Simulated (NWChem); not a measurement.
System: C$_{3}$H$_{2}$F$_{2}$O$_{2}$; SMILES FC1=C(F)OCO1

Here is an NWChem input.

```
start job
memory heap 200 mb stack 900 mb global 1100 mb
geometry units angstroms
  F      1.376162    -1.423406     0.395208
  C      0.353705    -0.623702     0.176324
  C      0.288504     0.651822    -0.192601
  F      1.224820     1.537293    -0.461128
  O     -1.019616     1.063325    -0.295338
  C     -1.784716    -0.078122     0.045223
  O     -0.906597    -1.147667     0.344157
  H     -2.406833     0.144725     0.925739
  H     -2.428707    -0.356457    -0.803185
end
basis spherical
  * library def2-svp
end
dft
  xc pbe0
  iterations 150
end
driver
  maxiter 120
end
task dft optimize
task dft freq
```

NWChem printed, in part:

```
             Northwest Computational Chemistry Package (NWChem) 7.3.0
             --------------------------------------------------------

 C2V symmetry detected

                             Geometry "geometry" -> ""
                             -------------------------

 Output coordinates in angstroms (scale by  1.889725989 to convert to a.u.)

  No.       Tag          Charge          X              Y              Z
 ---- ---------------- ---------- -------------- -------------- --------------
    1 F                    9.0000     0.00000000    -1.54288318    -1.37060170
    2 C                    6.0000     0.00000000    -0.66470261    -0.38996263
    3 C                    6.0000     0.00000000     0.66470261    -0.38996263
    4 F                    9.0000     0.00000000     1.54288318    -1.37060170
    5 O                    8.0000     0.00000000     1.15219493     0.89589084
    6 C                    6.0000     0.00000000     0.00000000     1.71854984
    7 O                    8.0000     0.00000000    -1.15219493     0.89589084
    8 H                    1.0000     0.90011667     0.00000000     2.35241482
    9 H                    1.0000    -0.90011667     0.00000000     2.35241482

 Effective nuclear repulsion energy (a.u.)     317.3651242674

      Symmetry information
      --------------------

 Group name             C2v
 Group number             16
 Group order               4
 No. of unique centers     5

                                Z-matrix (autoz)
                                --------

 Units are Angstrom for bonds and degrees for angles

[...]

      ----------------------
      Optimization converged
      ----------------------

  Step       Energy      Delta E   Gmax     Grms     Xrms     Xmax
  ---- ---------------- -------- -------- -------- -------- --------
@    4    -464.74306823 -8.4D-08  0.00005  0.00002  0.00014  0.00041
                                     ok       ok       ok       ok

                                Z-matrix (autoz)
                                --------

 Units are Angstrom for bonds and degrees for angles

[...]

 Rotational Constants
 --------------------
 A=   0.116124 cm-1  (  0.167073 K)
 B=   0.115917 cm-1  (  0.166775 K)
 C=   0.058678 cm-1  (  0.084422 K)

 Temperature                      =   298.15K
 frequency scaling parameter      =   1.0000

 Zero-Point correction to Energy  =   33.852 kcal/mol  (  0.053946 au)
 Thermal correction to Energy     =   36.999 kcal/mol  (  0.058962 au)
 Thermal correction to Enthalpy   =   37.591 kcal/mol  (  0.059905 au)

 Total Entropy                    =   72.569 cal/mol-K
   - Translational                =   39.930 cal/mol-K (mol. weight = 108.0023)
   - Rotational                   =   25.726 cal/mol-K (symmetry #  =        2)
   - Vibrational                  =    6.913 cal/mol-K

 Cv (constant volume heat capacity) =   17.461 cal/mol-K
   - Translational                  =    2.979 cal/mol-K
   - Rotational                     =    2.979 cal/mol-K
   - Vibrational                    =   11.502 cal/mol-K

[normal modes left out]

 ----------------------------------------------------------------------------
 Normal Eigenvalue ||           Projected Infra Red Intensities
  Mode   [cm**-1]  || [atomic units] [(debye/angs)**2] [(KM/mol)] [arbitrary]
 ------ ---------- || -------------- ----------------- ---------- -----------
    1     -179.259 ||    0.005115           0.118         4.986       1.179
    2       -0.000 ||    0.000212           0.005         0.207       0.049
    3        0.000 ||    0.000008           0.000         0.008       0.002
    4        0.000 ||    0.000365           0.008         0.356       0.084
    5        0.000 ||    0.000083           0.002         0.081       0.019
    6        0.000 ||    0.000118           0.003         0.115       0.027
    7        0.000 ||    0.000442           0.010         0.431       0.102
    8      246.502 ||    0.000000           0.000         0.000       0.000
    9      296.882 ||    0.003087           0.071         3.009       0.712
   10      326.233 ||    0.000001           0.000         0.001       0.000
   11      499.309 ||    0.002946           0.068         2.872       0.679
   12      524.158 ||    0.000000           0.000         0.000       0.000
   13      653.136 ||    0.001433           0.033         1.397       0.330
   14      716.783 ||    0.000000           0.000         0.000       0.000
   15      815.027 ||    0.013851           0.320        13.503       3.194
   16     1035.323 ||    0.002422           0.056         2.362       0.559
   17     1130.545 ||    0.060849           1.404        59.319      14.031
   18     1138.881 ||    0.204393           4.716       199.252      47.129
   19     1144.205 ||    0.012871           0.297        12.547       2.968
   20     1211.828 ||    0.000000           0.000         0.000       0.000
   21     1402.165 ||    0.550975          12.711       537.118     127.044
   22     1427.476 ||    0.146550           3.381       142.865      33.792
   23     1491.936 ||    0.025925           0.598        25.273       5.978
   24     1537.709 ||    0.000293           0.007         0.285       0.067
   25     1963.613 ||    0.014713           0.339        14.343       3.393
   26     3036.409 ||    0.079716           1.839        77.711      18.381
   27     3092.823 ||    0.044589           1.029        43.468      10.281
 ----------------------------------------------------------------------------

 ===============================================================================
      Negative Nuclear Hessian Mode    1  Eigenvalue =   -179.26 cm**(-1)
 -------------------------------------------------------------------------------
   Raw step length:  0.331 angstroms ;  The Raw step for this mode is:
    1 F                    9.0000    -0.01347639    -0.00000005     0.00000005
    2 C                    6.0000    -0.00999750     0.00000000    -0.00000000
    3 C                    6.0000    -0.00999733     0.00000002    -0.00000003
    4 F                    9.0000    -0.01347667     0.00000009    -0.00000004
    5 O                    8.0000     0.06017092    -0.00000002     0.00000001
    6 C                    6.0000    -0.06906076    -0.00000003     0.00000001
    7 O                    8.0000     0.06017057    -0.00000001    -0.00000001
    8 H                    1.0000    -0.17072369    -0.00000026     0.13896947
    9 H                    1.0000    -0.17072366     0.00000015    -0.13896941

  Geometry after  100.0% step for mode  1; Step length =  0.331 angstroms
   Maximum component (any atom: x,y, or z) displacement:  0.323
    1 F                    9.0000    -0.01347639    -1.54503873    -1.35054704
    2 C                    6.0000    -0.00999750    -0.66397416    -0.39023681
    3 C                    6.0000    -0.00999733     0.66397418    -0.39023684
    4 F                    9.0000    -0.01347667     1.54503877    -1.35054712
    5 O                    8.0000     0.06017092     1.14899412     0.88200105
    6 C                    6.0000    -0.06906076    -0.00000003     1.71485418
    7 O                    8.0000     0.06017057    -1.14899415     0.88200104
    8 H                    1.0000     0.73480924    -0.00000026     2.48734149
    9 H                    1.0000    -1.07625659     0.00000015     2.20940261

  Geometry after -100.0% step for mode  1; Step length =  0.331 angstroms
   Maximum component (any atom: x,y, or z) displacement:  0.323
    1 F                    9.0000     0.01347639    -1.54503863    -1.35054713
    2 C                    6.0000     0.00999750    -0.66397416    -0.39023681
    3 C                    6.0000     0.00999733     0.66397414    -0.39023678
    4 F                    9.0000     0.01347667     1.54503859    -1.35054705
    5 O                    8.0000    -0.06017092     1.14899416     0.88200103
    6 C                    6.0000     0.06906076     0.00000003     1.71485417
    7 O                    8.0000    -0.06017057    -1.14899413     0.88200105
    8 H                    1.0000     1.07625663     0.00000026     2.20940255
    9 H                    1.0000    -0.73480928    -0.00000015     2.48734142

  Geometry after   50.0% step for mode  1; Step length =  0.165 angstroms
   Maximum component (any atom: x,y, or z) displacement:  0.161
    1 F                    9.0000    -0.00673820    -1.54503871    -1.35054706
    2 C                    6.0000    -0.00499875    -0.66397416    -0.39023681
    3 C                    6.0000    -0.00499867     0.66397417    -0.39023683
    4 F                    9.0000    -0.00673834     1.54503873    -1.35054710
    5 O                    8.0000     0.03008546     1.14899413     0.88200104
    6 C                    6.0000    -0.03453038    -0.00000001     1.71485418
    7 O                    8.0000     0.03008528    -1.14899414     0.88200104
    8 H                    1.0000     0.82017109    -0.00000013     2.41785675
    9 H                    1.0000    -0.99089476     0.00000007     2.27888731

  Geometry after  -50.0% step for mode  1; Step length =  0.165 angstroms
   Maximum component (any atom: x,y, or z) displacement:  0.161
    1 F                    9.0000     0.00673820    -1.54503866    -1.35054711
    2 C                    6.0000     0.00499875    -0.66397416    -0.39023681
    3 C                    6.0000     0.00499867     0.66397415    -0.39023679
    4 F                    9.0000     0.00673834     1.54503864    -1.35054707
    5 O                    8.0000    -0.03008546     1.14899415     0.88200104
    6 C                    6.0000     0.03453038     0.00000001     1.71485417
    7 O                    8.0000    -0.03008528    -1.14899414     0.88200104
    8 H                    1.0000     0.99089478     0.00000013     2.27888728
    9 H                    1.0000    -0.82017111    -0.00000007     2.41785672

  Geometry after   62.0% step for mode  1; Step length =  0.205 angstroms
   Maximum component (any atom: x,y, or z) displacement:  0.200
    1 F                    9.0000    -0.00835432    -1.54503871    -1.35054706
    2 C                    6.0000    -0.00619768    -0.66397416    -0.39023681
    3 C                    6.0000    -0.00619757     0.66397417    -0.39023683
    4 F                    9.0000    -0.00835449     1.54503874    -1.35054711
    5 O                    8.0000     0.03730131     1.14899412     0.88200104
    6 C                    6.0000    -0.04281231    -0.00000002     1.71485418
    7 O                    8.0000     0.03730109    -1.14899414     0.88200104
    8 H                    1.0000     0.79969748    -0.00000016     2.43452231
    9 H                    1.0000    -1.01136836     0.00000009     2.26222176

  Geometry after  -62.0% step for mode  1; Step length =  0.205 angstroms
   Maximum component (any atom: x,y, or z) displacement:  0.200
    1 F                    9.0000     0.00835432    -1.54503865    -1.35054711
    2 C                    6.0000     0.00619768    -0.66397416    -0.39023681
    3 C                    6.0000     0.00619757     0.66397415    -0.39023679
    4 F                    9.0000     0.00835449     1.54503863    -1.35054706
    5 O                    8.0000    -0.03730131     1.14899416     0.88200104
    6 C                    6.0000     0.04281231     0.00000002     1.71485417
    7 O                    8.0000    -0.03730109    -1.14899414     0.88200104
    8 H                    1.0000     1.01136838     0.00000016     2.26222172
    9 H                    1.0000    -0.79969751    -0.00000009     2.43452227

  Geometry after   31.0% step for mode  1; Step length =  0.103 angstroms
   Maximum component (any atom: x,y, or z) displacement:  0.100
    1 F                    9.0000    -0.00417716    -1.54503870    -1.35054707
    2 C                    6.0000    -0.00309884    -0.66397416    -0.39023681
    3 C                    6.0000    -0.00309879     0.66397417    -0.39023682
    4 F                    9.0000    -0.00417725     1.54503871    -1.35054710
    5 O                    8.0000     0.01865065     1.14899413     0.88200104
    6 C                    6.0000    -0.02140616    -0.00000001     1.71485418
    7 O                    8.0000     0.01865054    -1.14899414     0.88200104
    8 H                    1.0000     0.85261521    -0.00000008     2.39144716
    9 H                    1.0000    -0.95845065     0.00000005     2.30529689

  Geometry after  -31.0% step for mode  1; Step length =  0.103 angstroms
   Maximum component (any atom: x,y, or z) displacement:  0.100
    1 F                    9.0000     0.00417716    -1.54503867    -1.35054710
    2 C                    6.0000     0.00309884    -0.66397416    -0.39023681
    3 C                    6.0000     0.00309879     0.66397416    -0.39023680
    4 F                    9.0000     0.00417725     1.54503866    -1.35054707
    5 O                    8.0000    -0.01865065     1.14899415     0.88200104
    6 C                    6.0000     0.02140616     0.00000001     1.71485417
    7 O                    8.0000    -0.01865054    -1.14899414     0.88200104
    8 H                    1.0000     0.95845066     0.00000008     2.30529687
    9 H                    1.0000    -0.85261522    -0.00000005     2.39144714
```

Level: PBE0/def2-SVP. The printed entropy takes a lower symmetry number than the molecule has. The optimisation ended at a saddle point (imaginary frequency).
